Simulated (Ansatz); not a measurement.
Input file for Ansatz (a program for electronic structure): R-CCSD(T)/def2-QZVPP on ClHPbS (SMILES [SH][Pb][Cl]), a point of a torsion scan. Elements past Kr take the def2 small-core potentials; no spin–orbit coupling. Files ending in .json are basis or fitting sets from the Basis Set Exchange. The run froze 19 orbitals, filled d shells among them.

Ansatz 0.2 input:
```yaml
crystal:
  periodic: [false, false, false]
  atoms:
    - {symbol: S, position_ang: [-1.56397321, 0.54131438, -0.28319747]}
    - {symbol: Pb, position_ang: [0.94875090, 0.84692806, -0.30771068]}
    - {symbol: Cl, position_ang: [1.16336049, 2.10313900, -2.44095065]}
    - {symbol: H, position_ang: [-1.56992640, -0.60308479, 0.39084354]}
basis:
  gaussian:
    orbitals: def2-QZVPP.json
magnetization: {spin_polarized: false}
correlation: {method: ccsd_t, electrons: outside_noble_gas}
scf: {lower_state_search: off}
```

Question: What total energy does the run end on?

Answer: -1050.1335 hartree (reference determinant -1049.5916, T1 diagnostic 0.013).

Question: How many basis functions does it have, and what does it roughly cost on one machine?

Answer: 252 functions; around 8 core-minutes (rough).
